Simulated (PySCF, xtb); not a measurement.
C2H6GeO3, SMILES [OH][Ge]([CH]=C)([OH])[OH] (connectivity only; charge and spin as stated), charge -1, multiplicity 2. Other conformers were not sampled.

Harmonic wavenumbers (cm⁻¹) from xtb with GFN2-xTB at its own minimum, in rising order: 16, 79, 84, 132, 156, 172, 183, 208, 243, 265, 288, 328, 356, 403, 433, 649, 752, 803, 856, 911, 1011, 1148, 1420, 1660, 2858, 3023, 3045, 3696, 3701, 3704.

Q: What does PBE0-D3(BJ)/def2-SVPD run with PySCF give at its own minimum? (An estimate is asked for; the answer gives what the named calculation found.)

A: 41, 112, 121, 163, 198, 244, 246, 308, 403, 426, 464, 488, 500, 602, 604, 787, 923, 929, 934, 968, 1024, 1210, 1388, 1660, 3070, 3103, 3157, 3895, 3896, 3901. Paired by order, the mean absolute difference is 108 cm⁻¹ and the zero-point energies are 46.6 and 51.1 kcal/mol.
